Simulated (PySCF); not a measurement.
**Electronic absorption of C4H4O2Si**

Compound: C4H4O2Si.
SMILES: `O=c1cc([SiH3])c1=O`

Level of theory: TDDFT B3LYP/def2-SVPD, vertical, gas phase, core orbitals frozen in the response in PySCF 2.14.0, density-fitted response routines. Isolated species at its GFN2-xTB geometry, gas phase.

```csv
state,E (eV),E (kJ/mol),λ (nm),f,|μ| (D),symmetry,"main configurations (H = HOMO, L = LUMO)"
S1,3.00,289,413.7,0.0000,0.01,–,H→L (99%)
S2,3.43,331,361.9,0.0001,0.08,–,H→L+1 (97%)
S3,4.89,472,253.6,0.0003,0.12,–,H-1→L (95%)
S4,5.26,507,235.9,0.0000,0.01,–,H-1→L+1 (94%)
S5,5.87,566,211.4,0.253,3.37,A′,H-2→L (87%)
S6,6.12,591,202.4,0.045,1.39,A′,"H-2→L+1 (54%), H→L+2 (34%)"
S7,6.26,604,198.1,0.075,1.78,A′,"H→L+2 (60%), H-2→L+1 (31%)"
S8,6.54,631,189.7,0.0053,0.46,A″,"H-3→L (59%), H-5→L (37%)"
```

Triplets (Tamm–Dancoff): T1 2.69 eV, H→L (94%); T2 2.94 eV, H→L+1 (94%); T3 3.84 eV, H-2→L (94%).

The lowest singlet lies at 3.00 eV (414 nm, visible) and is dark (f under 0.0005); its leading configuration is HOMO→LUMO (99%). The strongest level in the table is S5 at 5.87 eV (211 nm, f = 0.253). Löwdin shares by element: HOMO oxygen 60%, carbon 23% or more (atoms not listed hold the other 18%); LUMO carbon 68% or more, oxygen 11% or more (atoms not listed hold the other 21%). The oscillator strengths of these states sum to 0.378; summed over the whole spectrum of an exact calculation they would give the number of electrons, 58 (Thomas–Reiche–Kuhn). Weighted by f, the mean energy of these states is 5.98 eV. Orbital energies (eV): HOMO-3 -10.41, HOMO-2 -9.02, HOMO-1 -9.01, HOMO -7.18, LUMO -2.87, LUMO+1 -2.24, LUMO+2 -0.26. S1 lies in the visible range (380 to 750 nm), at 414 nm, dark in the vertical dipole picture (f under 0.0005); light of that wavelength is violet, and its complementary colour is yellow-green; a Tamm–Dancoff triplet lies at 461 nm, without intensity as long as spin–orbit coupling is left out. Symmetry labels in Cs follow from the direction of the transition dipole and are given only for states with f of 0.002 or more. Singlets were solved by full linear response, triplets in the Tamm–Dancoff approximation.

Hardware: one thread of an Arm Neoverse V1, shared host with 32 logical CPUs at a one-minute load of 19. Cost: 24 s of wall time, 0.67 GiB resident at most.
